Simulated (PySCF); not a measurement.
# B⁺: excitation energy

B⁺ [He] 2s2 (1S) → B⁺ [He] 2s1 3d1, s spin flipped, as a difference of total energies. Calculation: PySCF 2.14, in x2c-TZVPPall with one added diffuse shell each of s, p, d type (6s4p3d1f, 40 functions); the spin-free X2C one-electron Hamiltonian (Gaussian nucleus). Correlated levels: valence: 1s2 frozen; valence and next inner shell: nothing frozen. The calculations carry no spin-orbit coupling.

| method | excitation energy (eV) |
| --- | --- |
| UHF | 17.437 |
| LDA | 17.868 |
| PBE | 17.695 |
| PBE0 | 17.815 |
| r2SCAN | 17.404 |
| PBEsol | 17.609 |
| revPBE | 17.580 |
| wB97X | 18.200 |
| CAM-B3LYP | 18.121 |
| MP2 (valence) | 18.233 |
| SCS-MP2 (valence) | 18.393 |
| MP2 (valence and next inner shell) | 18.245 |
| SCS-MP2 (valence and next inner shell) | 18.403 |

Task: How much does correlation contribute at MP2 (valence and next inner shell)?

Result: 18.245 − (17.437) = 0.808 eV, measured against UHF.

The upper determinant mixes two multiplicities, so it lies between the two terms.

The promoted electron is Rydberg-like, and one or two diffuse shells describe it only roughly, which tends to raise the upper state.
